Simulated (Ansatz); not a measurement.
One change: `C[CH2][Al]([OH])[SH]` becomes `[OH][Al]([SH])[CH2]F`.

Ansatz, PBE0-D4/def2-TZVP geometries, multiplicity 1. Each molecule was computed in one conformer, which needn't be the lowest.

```csv
property,`C[CH2][Al]([OH])[SH]`
HOMO energy (B3LYP/def2-TZVPP) / eV,-7.31
zero-point energy (PBE0-D4/def2-TZVP) / kJ/mol,230.9
LUMO energy (B3LYP/def2-TZVPP) / eV,-0.45
HOMO–LUMO gap (PBE/def2-TZVPP) / eV,5.39
LUMO energy (PBE/def2-TZVPP) / eV,-0.95
HOMO–LUMO gap (PBE0/def2-TZVPP) / eV,7.43
```

(1) What does the change do to each property? (Best estimate.)

## Answers

(1) Ansatz gave: 
| property | `[OH][Al]([SH])[CH2]F` | shift |
| --- | --- | --- |
| HOMO energy (B3LYP/def2-TZVPP) / eV | -7.59 | -0.28 |
| zero-point energy (PBE0-D4/def2-TZVP) / kJ/mol | 137.2 | -93.7 |
| LUMO energy (B3LYP/def2-TZVPP) / eV | -0.72 | -0.27 |
| HOMO–LUMO gap (PBE/def2-TZVPP) / eV | 5.36 | -0.03 |
| LUMO energy (PBE/def2-TZVPP) / eV | -1.23 | -0.28 |
| HOMO–LUMO gap (PBE0/def2-TZVPP) / eV | 7.44 | 0.01 |

The zero-point energy changes by -93.7 kJ/mol with -9 modes.

B3LYP here is the variant with VWN-RPA as its local correlation; programs differ in this.
